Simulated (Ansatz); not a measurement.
The first iterations of a band of FGaH4O2Se (9 atoms, charge 0, multiplicity 1).

Method: RHF/def2-SVP in Ansatz.

| Quantity | Value |
| --- | --- |
| movable images | 5 |
| climbing image | yes |
| spring | 5.0 eV/Å² |
| optimiser | quadratic models (default) |
| start path | through a guess of the saddle point |
| force threshold | 0.03 eV/Å |
| iteration limit | 60 |
| end points | relaxed |

Image 0:

```xyz
9
Properties=species:S:1:pos:R:3
Ga -0.173 -0.344 -0.655
F 1.394 -1.097 -0.856
O -0.646 0.870 -1.854
O -1.404 -1.228 0.260
H 2.103 0.472 1.518
Se 0.805 1.127 1.564
H -0.016 1.138 -2.504
H -2.309 -1.113 0.017
H 0.245 0.174 2.509
```

Image 6:

```xyz
9
Properties=species:S:1:pos:R:3
Ga -0.398 0.180 -0.172
F 1.608 -1.026 -0.344
O -0.484 0.686 -1.865
O -1.415 -1.161 0.365
H 2.108 -0.746 0.364
Se 0.579 1.507 1.517
H -0.069 1.476 -2.169
H -1.888 -1.657 -0.284
H -0.042 0.741 2.588
```

| iteration | highest image above the first end (eV) | largest band force component (eV/Å) |
| --- | --- | --- |
| 1 | 1.414 | 3.720 |
| 2 | 0.882 | 1.706 |
| 3 | 0.898 | 0.906 |
| 4 | 0.789 | 0.562 |

Problem. Does the band converge within its limit, and where does its top end?

Solution. The run converged. It ended after 12 iterations with the highest image 0.901 eV above the first end. A vibrational analysis at the climbing image gives one clearly imaginary mode, 1444i cm⁻¹: a first-order saddle point. The orbitals stay closed-shell, which can raise the energy where a bond breaks towards radicals; this wasn't checked here.

Run time: 2.5 min on 2 threads of Arm Neoverse V2, on a shared host, peak memory 0.36 GiB.
